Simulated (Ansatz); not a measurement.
Consider the cleavage of the Si–Si bond: `C=C1C[SiH]1[SiH3]` + `[OH][GeH]([F])[F]` → `[F][GeH]([F])[O][SiH3]` + `C=C1C[SiH2]1`.

Computed with Ansatz on PBE0-D4/def2-TZVP structures; ΔE is electronic, products minus reactants. CCSD(T)/CBS adds triple-zeta CCSD(T) − MP2 to the extrapolated MP2 energy (def2 sets, frozen cores). Functionals use def2-TZVPP. For Ge outer-core shells are correlated without core-valence functions, which leaves a few kJ/mol of doubt a bond. Scalar relativity is left out up to krypton. One conformer a species, not always the lowest.

`C=C1C[SiH]1[SiH3]`:

```xyz
13

C     2.234   -0.536   -0.668
C     1.132   -0.436    0.051
C     0.173   -1.360    0.736
Si   -0.237    0.475    0.848
Si   -1.937    1.307   -0.496
H     2.737    0.342   -1.060
H     2.683   -1.502   -0.892
H     0.534   -1.860    1.634
H    -0.433   -2.009    0.107
H     0.034    1.148    2.142
H    -3.230    1.350    0.238
H    -1.620    2.680   -0.971
H    -2.071    0.402   -1.668
```

`[OH][GeH]([F])[F]`:

Cartesian coordinates in Å:
```
O -1.181 0.636 -0.380
Ge 0.233 -0.339 -0.088
F 0.281 -0.790 1.571
F 1.641 0.629 -0.283
H -1.237 1.418 0.176
H 0.263 -1.554 -0.995
```

`[F][GeH]([F])[O][SiH3]`:

```xyz
9

F     0.563   -1.461    1.875
Ge   -0.695   -0.416    1.352
F    -0.340    1.096    2.087
O    -0.570   -0.229   -0.363
Si    0.536    0.359   -1.440
H    -2.053   -0.934    1.787
H     1.844    0.579   -0.773
H     0.683   -0.635   -2.531
H     0.033    1.640   -1.993
```

`C=C1C[SiH2]1`:

Cartesian coordinates in Å:
```
C -0.445 -1.185 -1.238
C -0.156 -0.329 -0.276
C 0.781 0.838 -0.089
Si -0.301 0.415 1.375
H 0.055 -1.150 -2.205
H -1.192 -1.960 -1.101
H 0.567 1.735 -0.668
H 1.845 0.611 -0.048
H 0.298 -0.257 2.549
H -1.453 1.283 1.702
```

```csv
species,RPA@PBE/def2-TZVPP energy (Eh)
`C=C1C[SiH]1[SiH3]`,-697.34029
`[OH][GeH]([F])[F]`,-2351.92750
`[F][GeH]([F])[O][SiH3]`,-2642.30130
`C=C1C[SiH2]1`,-407.00038
```

Q: Work out ΔE.

A: ΔE = (-2642.30130) + (-407.00038) − (-697.34029) − (-2351.92750) = -0.03389 Eh = -89.0 kJ/mol. CCSD(T)/CBS gives -86.6 kJ/mol.

Largest T1 diagnostic among the species: 0.013.

From r2SCAN to r2SCAN0 (25 % exact exchange), in def2-TZVPP and without D4, ΔE moves by −4.4 kJ/mol. Leaving LDA and LC-ωPBE aside and taking each functional with its dispersion term where it has one, the values, not all of them listed here, spread over 40.5 kJ/mol, from BHLYP-D4 to PBE-D4. In def2-TZVPP, CCSD(T) changes the Hartree–Fock value by +30.9 kJ/mol (the triples alone add +5.0 kJ/mol) and MP2 by +26.4 kJ/mol.
